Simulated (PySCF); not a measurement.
Delta-SCF ions had no search for a lower state. Excitations are Tamm–Dancoff values on a coarser integration grid. The basis has no diffuse functions, so Rydberg states are missing or too high.

Z-matrix (Å, degrees):
```
C
N 1 1.2690
N 1 1.3764 2 127.99
H 3 1.0049 1 118.25 2 165.43
H 3 1.0058 4 115.61 1 150.71
H 1 1.0892 2 118.57 3 -177.52
C 2 1.4510 1 117.63 6 -179.36
H 7 1.0890 2 109.38 1 -178.52
H 7 1.0983 8 107.77 2 122.09
H 7 1.1001 8 107.39 9 115.57
```
Charge 0, multiplicity 1.

Question: What HOMO–LUMO gap, vertical ionisation energy (Delta-SCF), total energy, S1–T1 gap (TDA) and S1 oscillator strength does PBE-D3(BJ)/def2-TZVP // B3LYP-D3(BJ)/def2-TZVP run with PySCF 2.14.0 give?

Answer: 
```yaml
HOMO–LUMO gap: 5.30 eV
vertical ionisation energy (Delta-SCF): 8.90 eV
total_energy: -5147.13 eV
S1–T1 gap (TDA): 0.81 eV
S1 oscillator strength: 0.011
```
